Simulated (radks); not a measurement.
Task: The mean radii <r> (bohr) of the occupied orbitals of an atom or ion are listed with their occupations. Calculated with a radial shooting solver on a logarithmic mesh with Libxc functionals: scalar-relativistic Kohn-Sham, r2SCAN, spin-polarised, spherical densities, finite nucleus; meta-GGA in the generalised Kohn-Sham scheme; Fermi nuclear charge, rms radius of each element as measured or else 0.836 A^(1/3) + 0.57 fm.

| orbital | occ. | <r> |
|---|---|---|
| 1s | 2 | 0.9358 |

Name the element and its charge. Open shells, if any, are filled with parallel spins first.

Result: Z = 2, helium, charge 0: He in [He]. The 1s radius gives Z: for a bare nucleus <r> = (2 gamma + 1)/(2Z) with gamma = sqrt(1 - (Z/c)^2), 0.7499 bohr for Z = 2, and screening makes it slightly larger (0.9358 here). The occupations add up to 2, and the charge is Z minus that.
